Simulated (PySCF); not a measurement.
PySCF input file for 2-methylidene-1,3-dithiole (C4H4S2), SMILES C1=CSC(=C)S1, TPSSh-D3(BJ)/def2-SVP. Geometry: TPSSh-D3(BJ)/def2-SVP.

```python
import numpy as np
from pyscf import gto, scf, dft, df
from pyscf.hessian import thermo

mol = gto.M(
    atom='''
    C     0.00000000   -0.00000001    2.29476430
    C     0.00000000   -0.00000000    0.94819119
    S     0.00000000    1.48496375   -0.03579673
    C     0.00000000    0.67218581   -1.58803199
    C     0.00000000   -0.67218581   -1.58803198
    S     0.00000000   -1.48496374   -0.03579674
    H     0.00000000   -0.93603409    2.85507860
    H     0.00000000    0.93603408    2.85507861
    H     0.00000000    1.29521058   -2.48300533
    H     0.00000000   -1.29521058   -2.48300534
    ''',
    basis='def2-SVP',
    charge=0,
    spin=0,
    max_memory=1600,
    verbose=3,
)
mf = dft.RKS(mol, xc='tpssh').density_fit(auxbasis='def2-universal-jkfit')
mf.disp = 'd3bj'
mf.grids.level = 4
mf.conv_tol = 1e-11
mf.max_cycle = 100
mf.kernel()

# [left out here: the lines that compute and print the analytic Hessian (its translational invariance restored by hand, since the grid's response is missing), thermochemistry and intensities]
```

Output:

```
converged SCF energy = -950.87530762542

WARN: MGGA Hessian is sensitive to dft grids. grids.level 4 may not be dense enough.


WARN: DFTD3 does not support analytical Hessian, using finite difference


WARN: Mole.unit (angstrom) is changed to Bohr

Mode                                 0                   1                   2
Irrep
Freq [cm^-1]                       83.1481            318.2043            415.8289
Reduced mass [au]                   5.4933              2.9300              4.1596
Force const [Dyne/A]                0.0224              0.1748              0.4238
Char temp [K]                     119.6316            457.8252            598.2852
Normal mode                   x     y     z       x     y     z       x     y     z
       0   C                 0.13  0.00 -0.00    0.00 -0.17 -0.00   -0.00 -0.00 -0.00
       1   C                 0.02 -0.00 -0.00    0.00  0.05  0.00    0.00  0.00 -0.00
       2   S                -0.08 -0.00  0.00   -0.00  0.05 -0.05   -0.04  0.00 -0.00
       3   C                 0.10  0.00  0.00    0.00 -0.03 -0.03    0.17 -0.00  0.00
       4   C                 0.10  0.00 -0.00    0.00 -0.03  0.03   -0.17 -0.00  0.00
       5   S                -0.08 -0.00 -0.00   -0.00  0.05  0.05    0.04 -0.00  0.00
       6   H                 0.17  0.00  0.00    0.00 -0.31 -0.22   -0.09 -0.00 -0.00
       7   H                 0.17  0.00 -0.00    0.00 -0.31  0.22    0.09 -0.00  0.00
       8   H                 0.19  0.00  0.00    0.00 -0.06 -0.05    0.28 -0.00 -0.00
       9   H                 0.19  0.00 -0.00    0.00 -0.06  0.05   -0.28  0.00  0.00
Mode                                 3                   4                   5
Irrep
Freq [cm^-1]                      431.7427            471.2887            576.4711
Reduced mass [au]                  15.9242              5.5350              8.0000
Force const [Dyne/A]                1.7489              0.7243              1.5664
Char temp [K]                     621.1816            678.0794            829.4136
Normal mode                   x     y     z       x     y     z       x     y     z
       0   C                -0.00 -0.00 -0.08   -0.07  0.00  0.00    0.00  0.00 -0.17
       1   C                 0.00  0.00 -0.07    0.26 -0.00  0.00    0.00  0.00 -0.13
       2   S                 0.00  0.11  0.01   -0.03 -0.00 -0.00   -0.00 -0.06  0.05
       3   C                -0.00  0.00  0.06   -0.01  0.00 -0.00    0.00  0.00  0.03
       4   C                 0.00 -0.00  0.06   -0.01  0.00 -0.00   -0.00 -0.00  0.03
       5   S                -0.00 -0.11  0.01   -0.03  0.00 -0.00    0.00  0.06  0.05
       6   H                -0.00  0.00 -0.08   -0.23  0.00  0.00   -0.00 -0.00 -0.18
       7   H                -0.00 -0.00 -0.08   -0.23  0.00  0.00   -0.00  0.00 -0.18
       8   H                -0.00 -0.06  0.01    0.03  0.00 -0.00    0.00  0.01  0.03
       9   H                 0.00  0.06  0.01    0.03 -0.00  0.00   -0.00 -0.01  0.03
Mode                                 6                   7                   8
Irrep
Freq [cm^-1]                      628.5246            629.8037            643.6736
Reduced mass [au]                   1.0350              9.5492              1.1917
Force const [Dyne/A]                0.2409              2.2317              0.2909
Char temp [K]                     904.3070            906.1472            926.1030
Normal mode                   x     y     z       x     y     z       x     y     z
       0   C                -0.00  0.00  0.00    0.00  0.02  0.00   -0.00  0.00 -0.00
       1   C                 0.00  0.00  0.00   -0.00  0.05  0.00    0.01  0.00 -0.00
       2   S                 0.01  0.00  0.00   -0.00  0.04  0.07   -0.01  0.00  0.00
       3   C                 0.03 -0.00  0.00   -0.00 -0.14  0.05    0.08 -0.00  0.00
       4   C                -0.03 -0.00 -0.00    0.00 -0.14 -0.05    0.08 -0.00 -0.00
       5   S                -0.01  0.00 -0.00    0.00  0.04 -0.07   -0.01  0.00 -0.00
       6   H                 0.69  0.00 -0.00   -0.00  0.01 -0.01   -0.02 -0.00 -0.00
       7   H                -0.69  0.00  0.00    0.00  0.01  0.01   -0.02 -0.00  0.00
       8   H                 0.03 -0.00  0.00    0.00 -0.14  0.05   -0.64 -0.00  0.00
       9   H                -0.03 -0.00 -0.00    0.00 -0.14 -0.05   -0.64 -0.00 -0.00
Mode                                 9                  10                  11
Irrep
Freq [cm^-1]                      754.3880            766.4209            790.2292
Reduced mass [au]                   9.3016              2.6784              1.3632
Force const [Dyne/A]                3.1189              0.9270              0.5016
Char temp [K]                    1085.3963           1102.7090           1136.9638
Normal mode                   x     y     z       x     y     z       x     y     z
       0   C                 0.00 -0.00 -0.00    0.00  0.07 -0.00    0.14 -0.00  0.00
       1   C                -0.00 -0.00 -0.00   -0.00  0.19 -0.00   -0.05 -0.00  0.00
       2   S                -0.00 -0.03 -0.06    0.00 -0.05  0.01    0.00  0.00 -0.00
       3   C                 0.00 -0.01  0.16   -0.00  0.01  0.04   -0.00 -0.00  0.00
       4   C                 0.00  0.01  0.16   -0.00  0.01 -0.04   -0.00 -0.00 -0.00
       5   S                 0.00  0.03 -0.06    0.00 -0.05 -0.01    0.00  0.00  0.00
       6   H                -0.00 -0.00 -0.00   -0.00 -0.15 -0.35   -0.60  0.00  0.00
       7   H                -0.00  0.00 -0.00   -0.00 -0.15  0.35   -0.60  0.00 -0.00
       8   H                -0.00 -0.08  0.13    0.00  0.10  0.10    0.00  0.00  0.00
       9   H                -0.00  0.08  0.13   -0.00  0.10 -0.10    0.00  0.00 -0.00
Mode                                12                  13                  14
Irrep
Freq [cm^-1]                      811.5228            868.7302           1093.4241
Reduced mass [au]                   3.6037              1.2110              2.0027
Force const [Dyne/A]                1.3983              0.5385              1.4107
Char temp [K]                    1167.6006           1249.9093           1573.1939
Normal mode                   x     y     z       x     y     z       x     y     z
       0   C                -0.00 -0.02 -0.00   -0.00  0.00  0.00    0.00 -0.12 -0.00
       1   C                 0.00 -0.04  0.00   -0.00  0.00  0.00   -0.00  0.17  0.00
       2   S                -0.00  0.01 -0.05   -0.00  0.00  0.00   -0.00 -0.02  0.00
       3   C                -0.00 -0.01  0.16   -0.09  0.00 -0.00    0.00 -0.00 -0.02
       4   C                 0.00 -0.01 -0.16    0.09  0.00  0.00    0.00 -0.00  0.02
       5   S                 0.00  0.01  0.05    0.00 -0.00 -0.00   -0.00 -0.02 -0.00
       6   H                 0.00  0.03  0.08    0.02  0.00  0.00   -0.00  0.15  0.44
       7   H                 0.00  0.03 -0.08   -0.02 -0.00  0.00   -0.00  0.15 -0.44
       8   H                 0.00  0.16  0.28    0.64 -0.00 -0.00    0.00  0.10  0.05
       9   H                -0.00  0.16 -0.28   -0.64 -0.00  0.00    0.00  0.10 -0.05
Mode                                15                  16                  17
Irrep
Freq [cm^-1]                     1100.0063           1276.9344           1402.7734
Reduced mass [au]                   1.0413              1.4087              1.1975
Force const [Dyne/A]                0.7424              1.3533              1.3883
Char temp [K]                    1582.6642           1837.2243           2018.2786
Normal mode                   x     y     z       x     y     z       x     y     z
       0   C                -0.00 -0.00  0.01    0.00 -0.02 -0.00    0.00 -0.00  0.00
       1   C                 0.00  0.00 -0.00   -0.00  0.04  0.00   -0.00  0.00 -0.12
       2   S                -0.00 -0.01  0.01   -0.00 -0.01 -0.00    0.00 -0.00  0.00
       3   C                 0.00 -0.03  0.00    0.00  0.06  0.09    0.00  0.00  0.00
       4   C                -0.00  0.03  0.00   -0.00  0.06 -0.09    0.00 -0.00  0.00
       5   S                 0.00  0.01  0.01   -0.00 -0.01  0.00   -0.00  0.00  0.00
       6   H                -0.00 -0.00  0.01   -0.00  0.02  0.06   -0.00  0.31  0.56
       7   H                -0.00  0.00  0.01   -0.00  0.02 -0.06   -0.00 -0.31  0.56
       8   H                -0.00 -0.58 -0.38   -0.00 -0.50 -0.30   -0.00  0.01  0.01
       9   H                 0.00  0.58 -0.38    0.00 -0.50  0.30   -0.00 -0.01  0.01
Mode                                18                  19                  20
Irrep
Freq [cm^-1]                     1597.6908           1636.9372           3162.9103
Reduced mass [au]                   6.8676              5.2508              1.0588
Force const [Dyne/A]               10.3286              8.2897              6.2406
Char temp [K]                    2298.7213           2355.1881           4550.7236
Normal mode                   x     y     z       x     y     z       x     y     z
       0   C                 0.00  0.00  0.08   -0.00 -0.00 -0.17    0.00 -0.00  0.07
       1   C                -0.00  0.00 -0.07    0.00  0.00  0.18   -0.00 -0.00 -0.01
       2   S                 0.00 -0.00 -0.00    0.00 -0.00 -0.00   -0.00  0.00 -0.00
       3   C                -0.00  0.18  0.02   -0.00  0.08  0.00    0.00  0.00 -0.00
       4   C                 0.00 -0.18  0.02    0.00 -0.08  0.00    0.00 -0.00 -0.00
       5   S                -0.00  0.00 -0.00   -0.00  0.00 -0.00   -0.00 -0.00 -0.00
       6   H                 0.00 -0.09 -0.06   -0.00  0.20  0.12   -0.00  0.59 -0.34
       7   H                 0.00  0.09 -0.06    0.00 -0.20  0.12    0.00 -0.59 -0.34
       8   H                -0.00 -0.01 -0.15   -0.00 -0.02 -0.08    0.00 -0.00  0.00
       9   H                -0.00  0.01 -0.15   -0.00  0.02 -0.08    0.00  0.00  0.00
Mode                                21                  22                  23
Irrep
Freq [cm^-1]                     3221.3199           3240.9970           3264.7840
Reduced mass [au]                   1.0856              1.1034              1.1189
Force const [Dyne/A]                6.6374              6.8285              7.0265
Char temp [K]                    4634.7622           4663.0731           4697.2973
Normal mode                   x     y     z       x     y     z       x     y     z
       0   C                 0.00 -0.00  0.00    0.00  0.00 -0.00   -0.00  0.09  0.00
       1   C                -0.00 -0.00 -0.00   -0.00 -0.00  0.00    0.00  0.00 -0.00
       2   S                 0.00  0.00 -0.00    0.00  0.00  0.00    0.00 -0.00  0.00
       3   C                -0.00  0.03 -0.05   -0.00  0.04 -0.05   -0.00  0.00  0.00
       4   C                -0.00  0.03  0.05    0.00 -0.04 -0.05   -0.00  0.00 -0.00
       5   S                -0.00  0.00  0.00   -0.00 -0.00  0.00    0.00 -0.00 -0.00
       6   H                -0.00  0.00 -0.00   -0.00 -0.00  0.00    0.00 -0.57  0.35
       7   H                -0.00  0.00  0.00   -0.00  0.00  0.00    0.00 -0.57 -0.35
       8   H                 0.00 -0.39  0.56    0.00 -0.38  0.55   -0.00 -0.00  0.00
       9   H                 0.00 -0.39 -0.56   -0.00  0.38  0.55   -0.00 -0.00 -0.00
temperature 298.1500 [K]
pressure 101325.00 [Pa]
Rotational constants [GHz] 3.21091 3.08972 1.57457
Symmetry number 2
Zero-point energy (ZPE) 0.06649 [Eh]   174581.539 [J/mol]
                           tot       elec      trans        rot        vib
Entropy [J/mol/K]       321.160      0.000    168.052    108.972     44.135
Cv [J/mol/K]             91.567      0.000     12.472     12.472     66.624
Cp [J/mol/K]             99.882      0.000     20.786     12.472     66.624
Internal energy [J/mol]                      3718.434   3718.434 182616.112
Internal energy [Eh]   -950.80292  -950.87531
Enthalpy [J/mol]                             6197.391   3718.434 182616.112
Enthalpy [Eh]          -950.80198
Gibbs free energy [J/mol]                  -43907.367 -28771.683 169457.190
Gibbs free energy [Eh] -950.83845
mode   freq/cm-1   IR/(km/mol)
   1       83.15         1.145
   2      318.20         0.272
   3      415.83         0.000
   4      431.74         6.761
   5      471.29         5.144
   6      576.47         6.826
   7      628.52         0.000
   8      629.80         0.034
   9      643.67        67.017
  10      754.39         2.950
  11      766.42         8.547
  12      790.23        48.615
  13      811.52        25.536
  14      868.73         0.000
  15     1093.42         2.058
  16     1100.01         4.733
  17     1276.93         0.257
  18     1402.77         2.408
  19     1597.69         2.256
  20     1636.94       121.357
  21     3162.91         0.261
  22     3221.32         3.797
  23     3241.00         0.166
  24     3264.78         0.364
max |gradient| / (hartree/bohr): 3.0866800472384095e-05
APT charges: [-0.3406  0.3446 -0.1303 -0.0153 -0.0153 -0.1303  0.059   0.059   0.0846
  0.0846]
```

The calculation finished and met its thresholds.

Cost: about 6 core-minutes (a rough figure).
